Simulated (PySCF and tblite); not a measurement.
Values are calculated unless marked as measured or tabulated.
C₈H₅FOS, numbered as in [OH:1][c:2]1[cH:3][c:4]2[cH:5][c:6]([F:7])[cH:8][cH:9][c:10]2[s:11]1.

Search: ETKDG and KDG, MMFF94s, GFN2-xTB, 60 starts; geometries at GFN2-xTB. Free energies are PBE0-D3(BJ)/def2-SVP (IEF-PCM, dimethylsulfoxide) single points with GFN2-xTB rigid-rotor and vibrational terms (modes under about 100 cm⁻¹ blended into free rotors). Symmetry numbers and mirror images are counted. Conformers within 2.5 kcal/mol (GFN2-xTB free energy) were kept, 2 at most. GIAO shieldings: KT2/pcSseg-1 (IEF-PCM, dimethylsulfoxide). Shifts are against TMS (¹H), TMS (¹³C) at the same level. Run with PySCF (density fitting) and tblite.

Problem. Predict the averaged NMR shifts at 298.15 K.

Solution. ¹H: 7.70 (H9, 1H), 7.38 (H5, 1H), 7.02 (H8, 1H), 6.56 (H3, 1H) ppm. ¹³C: 165.2 (C2), 162.8 (C6), 135.1 (C4), 125.5 (C10), 119.4 (C9), 106.1 (C8), 103.4 (C5), 97.9 (C3) ppm.

Problem. How do the conformers differ?

Solution. Torsions listed: H1–O1–C2–S11.
```
conformer  shape  weight %
        1   180°      77.2
        2     0°      22.8
```

| signal | 1 | 2 | average |
| --- | --- | --- | --- |
| H3 | 6.57 | 6.53 | 6.56 |
| H5 | 7.38 | 7.41 | 7.38 |
| H8 | 7.02 | 7.03 | 7.02 |
| H9 | 7.71 | 7.68 | 7.70 |
| C2 | 165.9 | 162.8 | 165.2 |
| C3 | 98.3 | 96.3 | 97.9 |
| C4 | 134.9 | 135.6 | 135.1 |
| C5 | 103.3 | 103.8 | 103.4 |
| C6 | 162.8 | 162.7 | 162.8 |
| C8 | 106.0 | 106.2 | 106.1 |
| C9 | 119.5 | 119.0 | 119.4 |
| C10 | 125.7 | 124.5 | 125.5 |

Other tautomers (keto or thione forms) aren't considered and may dominate. H on N, O and S are left out: they exchange, and hydrogen bonds move them by several ppm. Shifts are unscaled: against experiment ¹³C can be off by 15 ppm or more and ¹H by 0.8 ppm.


Conformer gaps in def2-SVP on xTB geometries can be 2 kcal/mol too large for S=O, P=O and other polar bonds.